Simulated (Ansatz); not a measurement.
The same hydrogenolysis along the group Si, Ge, Sn.

Program: Ansatz. Geometries: PBE0-D4/def2-TZVP. ΔE: electronic, gas phase. CBS: MP2 limit from def2 TZ/QZ plus the TZ coupled-cluster correction, frozen cores. This one scheme is used for every species. Functionals use def2-TZVPP. def2 core potentials past Kr. For Ge, Sn outer-core shells are correlated without core-valence functions, which leaves a few kJ/mol of doubt a bond. Scalar relativity is left out up to krypton. One conformer a species, not always the lowest.

```tsv
reaction	ωB97X-V (kJ/mol)	CCSD(T)/def2-SVP (kJ/mol)	B97M-V (kJ/mol)	r2SCAN-D4 (kJ/mol)	CCSD(T)/CBS(def2) (kJ/mol)
`S[SiH](Cl)Cl` + H₂ → `S[SiH2]Cl` + HCl	75	60	79	82	77
`[SH][GeH]([Cl])[Cl]` + H₂ → `[SH][GeH2][Cl]` + HCl	51	41	50	56	51
`[SH][SnH]([Cl])[Cl]` + H₂ → `[SH][SnH2][Cl]` + HCl	66	57	66	73	71
```

Largest T1 diagnostic: 0.012, for `[SH][SnH2][Cl]`.
